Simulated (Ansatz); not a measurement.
`[F][Sn]([F])([F])[GeH3]` + H₂O → `[OH][Sn]([F])([F])[F]` + GeH₄ at 500 K and 1 bar (formal hydrolysis of the Sn–Ge bond).

Computed with Ansatz on PBE0-D4/def2-TZVP structures; ΔE is electronic, products minus reactants. CBS: MP2 limit from def2 TZ/QZ plus the TZ coupled-cluster correction, frozen cores. This one scheme is used for every species. Elements past krypton have def2 core potentials. For Ge, Sn outer-core shells are correlated without core-valence functions, which leaves a few kJ/mol of doubt a bond. Scalar relativity is left out up to krypton. Each species was taken in one conformer, which may not be the lowest.

```json
{"species": "`[F][Sn]([F])([F])[GeH3]`", "CCSD(T)/CBS energy (Eh)": "-2591.43115", "H − E (kJ/mol)": "129.1", "S (J/(mol·K))": "465.0"}
{"species": "H₂O", "CCSD(T)/CBS energy (Eh)": "-76.37941", "H − E (kJ/mol)": "73.2", "S (J/(mol·K))": "206.3"}
{"species": "`[OH][Sn]([F])([F])[F]`", "CCSD(T)/CBS energy (Eh)": "-589.29279", "H − E (kJ/mol)": "92.9", "S (J/(mol·K))": "417.1"}
{"species": "GeH₄", "CCSD(T)/CBS energy (Eh)": "-2078.49493", "H − E (kJ/mol)": "99.4", "S (J/(mol·K))": "244.6"}
```

H − E and S are ideal-gas, rigid-rotor, harmonic terms from PBE0-D4/def2-TZVP, for one conformer and one mirror image of each species. 1 Eh = 2625.50 kJ/mol, R = 8.31446 J/(mol·K).

**Question.** By hand: ΔE, ΔH, ΔS and ΔG.

**Answer.** ΔE = (-589.29279) + (-2078.49493) − (-2591.43115) − (-76.37941) = 0.02284 Eh = 60.0 kJ/mol. Δ(H − E) = 92.9 + 99.4 − 129.1 − 73.2 = -10.0, so ΔH = 50.0 kJ/mol. ΔS = 417.1 + 244.6 − 465.0 − 206.3 = -9.6 J/(mol·K). ΔG = 50.0 − 500 × (-9.6)/1000 = 54.8 kJ/mol.

**Question.** By hand: the equilibrium constant, and the temperature at which ΔG would vanish if ΔH and ΔS stayed fixed.

**Answer.** log₁₀ K = −ΔG/(RT ln 10) = -5.7. ΔH and −TΔS have one sign here, so there is no such temperature.

The number of gas molecules stays the same, so ΔS is small and ΔH decides. A doubt of 5 kJ/mol in ΔE shifts log₁₀ K by 0.5 here. Other conformers and mirror images would add mixing entropy, several J/(mol·K) or more a flexible species. Modes under 60 cm⁻¹, often nearly free rotors, make the harmonic entropy too high. These are equilibria of isolated gas molecules and say nothing of rates. Largest T1 diagnostic: 0.015 (customary marks: 0.02 for closed shells, 0.045 for open ones).

ΔS is within the doubt of such terms, so its sign, and with it that verdict, could turn.
